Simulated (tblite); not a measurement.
Compound: C5H12Si2.
Bonds: C1–C2, C2–C3 (triple), C3–Si4, Si4–C5, C5–C6, C6–Si7. Hydrogens: H8, H9, H10 on C1; H11, H12 on Si4; H13, H14 on C5; H15, H16 on C6; H17, H18, H19 on Si7.

Structure optimised with GFN2-xTB, isolated species.

Question: Give the optimised bond lengths and angles.

Answer: 
```csv
bond,length (Å),order
C1–C2,1.446,single
C2≡C3,1.205,triple
C3–Si4,1.845,single
Si4–C5,1.905,single
C5–C6,1.529,single
C6–Si7,1.900,single
"C1–H8, C1–H9, C1–H10",1.090,single
"Si4–H11, Si4–H12",1.470,single
"C5–H13, C5–H14",1.092,single
"C6–H15, C6–H16",1.093,single
"Si7–H17, Si7–H18, Si7–H19",1.465,single
```

Bonds in one row agree within 0.01 Å and their mean is given. Orders are formal, as drawn. A selection of angles:
```csv
angle,degrees
C2–C1–H8,109.9
H8–C1–H9,108.9
C1–C2–C3,179.6
C2–C3–Si4,178.3
C3–Si4–C5,107.6
C3–Si4–H11,108.7
C5–Si4–H11,109.7
H11–Si4–H12,110.9
Si4–C5–C6,112.5
Si4–C5–H13,109.7
C6–C5–H13,109.3
H13–C5–H14,106.3
C5–C6–Si7,112.8
C5–C6–H15,108.8
Si7–C6–H15,109.9
H15–C6–H16,106.1
C6–Si7–H17,109.6
H17–Si7–H18,109.5
```

Torsions: C3–Si4–C5–C6 -57° (synclinal); Si4–C5–C6–Si7 180° (antiperiplanar). The mirror-image conformer, all signs reversed, is as good.

The 3 C–Si bonds span 1.845 Å (C3–Si4, drawn single) to 1.905 Å (Si4–C5, drawn single), a spread of 0.060 Å. Si7 (SiH3 silicon) is tetrahedral (angles from 109.1° to 109.7°). The C–C distances run from 1.205 Å (C2≡C3, drawn triple) to 1.529 Å (C5–C6, drawn single), a spread of 0.324 Å. Si4 (SiH2 silicon) is tetrahedral (angles from 107.6° to 110.9°). Of the pairs four or more bonds apart, C3···H15 is among the closest relative to their van der Waals radii: 2.91 Å, 100 % of the sum of Bondi's values.

Point group: C1 (no symmetry element, even within 0.4 Å). Its GFN2-xTB frequencies are all real (lowest 24 cm⁻¹). The numbers are those of one conformer. 3 starts were optimised and ended at 0.00, 0.28 and 0.66 kcal/mol (GFN2-xTB); the lowest of these is shown.

All values are computed, not measured.
